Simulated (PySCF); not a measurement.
Computed shifts of a molecule C₄H₄F₂, PySCF with PBE/pcSseg-1, GIAO, gas phase, atoms alike by connectivity averaged where their shifts nearly agree, in ppm (number of nuclei): ¹⁹F: -98.9 (1), -216.8 (1). ¹³C: 165.5 (1), 116.1 (1), 98.6 (1), 37.3 (1). ¹H: 6.07 (1), 5.61 (1), 2.95 (1), 2.80 (1). References: ¹⁹F against CFCl3 (σ = 133.6 ppm); ¹³C against TMS (σ = 182.0 ppm); ¹H against TMS (σ = 31.49 ppm), references at their B3LYP-D3(BJ)/def2-TZVP geometries, non-relativistic. Coordinates come from a PBE-D3(BJ)/def2-SVP optimisation. Other conformers were not sampled.

Question: Identify the compound among the candidates.
A. FC1=CC[C@H]1F
B. CC#CC(F)F
C. C=C(F)/C=C\F
D. FC1=C(F)CC1

Answer: A, FC1=CC[C@H]1F
